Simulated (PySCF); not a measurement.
C2H4FNOSi, SMILES C[Si@H](OC#N)F. Atoms are numbered in the order given.

```xyz
10

C     -2.2453     0.2600     0.5300
Si    -0.4885    -0.2762     0.5807
F     -0.3288    -1.8027     0.0820
O      0.3105     0.6937    -0.5747
C      1.5709     0.8378    -0.7424
N      2.7081     0.9961    -0.9153
H     -2.8589    -0.3570     1.2035
H     -2.6416     0.1607    -0.4919
H     -2.3369     1.3121     0.8392
H      0.2407    -0.1347     1.8598
```
Charge 0, spin multiplicity 1.

Geometry optimised at PBE0-D3(BJ)/def2-SVP. The structure was generated by enumeration; whether it is a known compound was not checked. One conformer was computed; it need not be the lowest.

These are PySCF with PBE/def2-TZVP values and carry that method's errors.

Atomic charges (e):

```tsv
atom	Löwdin	meta-Löwdin
C1	-0.43	-0.63
Si2	___	1.24
F3	0.04	-0.47
O4	___	-0.46
C5	___	0.26
N6	___	-0.29
H7	0.15	0.15
H8	0.15	0.16
H9	0.15	0.16
H10	-0.02	-0.10
```

Fill in the missing entries. (The exact figures need the calculation; the answer reports its results.)


- Si2, Löwdin: 0.13
- O4, Löwdin: 0.25
- C5, Löwdin: -0.42
- N6, Löwdin: 0.02

Give the Mayer and Wiberg (Löwdin basis) orders of the bonds. (The exact figures need the calculation; the answer reports its results.)


| bond | Mayer | Wiberg |
|---|---|---|
| C1–Si2 | 1.05 | 1.27 |
| Si2–F3 | 1.19 | 1.75 |
| Si2–O4 | 0.97 | 1.29 |
| O4–C5 | 1.21 | 1.88 |
| C5–N6 | 3.02 | 3.34 |
| C1–H7 | 0.93 | 0.89 |
| C1–H8 | 0.93 | 0.88 |
| C1–H9 | 0.93 | 0.88 |
| Si2–H10 | 0.93 | 0.90 |
